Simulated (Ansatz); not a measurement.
C3H7BS (`SC1CBC1`), relaxed with RKS PBE-D4/def2-SVP in the Gaussian-basis code of Ansatz from a rough embedded geometry. The force threshold is 0.03 eV/Å; the program also tests the step.

Charge 0, multiplicity 1.

Start:

```xyz
12

S     0.592   -1.180   -1.756
C     0.338    0.181   -0.636
C    -1.122    0.354   -0.313
B    -0.888    0.144    1.283
C     0.623   -0.134    0.822
H     2.040   -1.137   -1.613
H     0.844    1.141   -0.979
H    -1.781   -0.322   -0.761
H    -1.412    1.451   -0.507
H    -1.533    0.037    2.218
H     0.982   -1.179    0.965
H     1.318    0.644    1.277
```

Question: How much energy does the relaxation release, and in how many steps? (Estimate.)

Answer: The calculation gave: 18.47 kcal/mol, in 14 steps, 2 of them rejected.

Question: Which bonds change most? (Best estimate.)

Answer: The calculation gave: S1–H6 from 1.455 to 1.364 Å; B4–H10 from 1.141 to 1.216 Å; C3–H8 from 1.046 to 1.116 Å; S1–C2 from 1.782 to 1.838 Å.

Question: Give the relaxed structure. (Estimate.)

Answer: Ansatz gave: 
```xyz
12

S     0.782   -0.921   -1.951
C     0.345    0.200   -0.562
C    -1.186    0.325   -0.311
B    -0.812    0.338    1.227
C     0.625   -0.241    0.905
H     2.136   -0.852   -1.797
H     0.781    1.200   -0.763
H    -1.684   -0.650   -0.533
H    -1.764    1.119   -0.823
H    -1.367    0.739    2.232
H     0.589   -1.353    0.972
H     1.555    0.096    1.404
```
